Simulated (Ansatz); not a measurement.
Input file for `[CH3][Al]([SiH3])[O][SiH3]`:

```yaml
crystal:
  periodic: [false, false, false]
  atoms:
    - {symbol: C, position_ang: [-1.749071, 1.713197, 0.569714]}
    - {symbol: Al, position_ang: [-0.325265, 0.417972, 0.303261]}
    - {symbol: Si, position_ang: [1.433941, -0.128557, 1.926331]}
    - {symbol: O, position_ang: [-0.255971, -0.426571, -1.161593]}
    - {symbol: Si, position_ang: [0.253215, -1.450337, -2.314743]}
    - {symbol: H, position_ang: [-2.335659, 1.873520, -0.337856]}
    - {symbol: H, position_ang: [-1.350154, 2.678526, 0.896994]}
    - {symbol: H, position_ang: [-2.432319, 1.378147, 1.357737]}
    - {symbol: H, position_ang: [1.550756, -1.601885, 2.127082]}
    - {symbol: H, position_ang: [2.763863, 0.352031, 1.449027]}
    - {symbol: H, position_ang: [1.197218, 0.488617, 3.263006]}
    - {symbol: H, position_ang: [1.514038, -2.129398, -1.905183]}
    - {symbol: H, position_ang: [0.505190, -0.707004, -3.578123]}
    - {symbol: H, position_ang: [-0.782681, -2.487459, -2.566854]}
basis:
  gaussian: {orbitals: def2-TZVPP}
correlation: {method: ccsd_t}
output: {orbitals: {seedname: orbitals}}
```

```sh
$ ansatz run in.yaml --threads 4 --pin off --events-out ev --progress --plain
```

The program prints (abridged):

```
Functional definition: HF
1799 factors; integrals over basis functions are off by at most 9.3e-4 eV
mean field evaluation 1: about -25517.0495 eV, gradient 4.9e1 eV
mean field evaluation 2: about -25517.2708 eV, gradient 4.9e1 eV
mean field evaluation 4: about -25522.6669 eV, gradient 5.0e0 eV
mean field evaluation 8: about -25522.7798 eV, gradient 2.7e-1 eV
mean field evaluation 16: about -25522.7805 eV, gradient 2.5e-6 eV
mean field -25522.78053000 eV, -937.9448845156 hartree, gradient 2.5e-6 eV, S^2 0.000000; 0 other end points of the search recorded, 0 dependent functions left out
17 core orbitals not correlated: weight in the atoms' cores, before any rotation towards them, 1.000 or more for the frozen orbitals, at most 0.000 for the correlated occupied ones
reference -25522.78053000 eV, -937.9448845156 hartree; 15, 15 occupied and 282, 282 virtual orbitals, 1799 factors
second order -20.22664496 eV of doubles, -0.00000000 eV of singles
cycle   1  -21.31565316 eV  change    -1.1e0 eV  update   1.1e-1
cycle   2  -21.92956812 eV  change   -6.1e-1 eV  update   3.4e-2
cycle   3  -22.05880022 eV  change   -1.3e-1 eV  update   1.7e-2
cycle   4  -22.04809723 eV  change    1.1e-2 eV  update   4.2e-3
cycle   5  -22.04670493 eV  change    1.4e-3 eV  update   1.8e-3
cycle   6  -22.04677822 eV  change   -7.3e-5 eV  update   5.0e-4
cycle   7  -22.04646566 eV  change    3.1e-4 eV  update   2.0e-4
cycle   8  -22.04646848 eV  change   -2.8e-6 eV  update   5.8e-5
cycle   9  -22.04649733 eV  change   -2.9e-5 eV  update   2.2e-5
perturbative correction -0.76410185 eV, -0.0280802252 hartree
Total energy: -25545.59112918 eV, -938.7831585739 hartree
```

Hardware: 4 threads of a server CPU on a shared host. Wall time 4.7 min, peak host memory 4 GiB.

The correlation energy is -22.811 eV, 3.3 % of it from (T); the T1 diagnostic reads 0.0123.
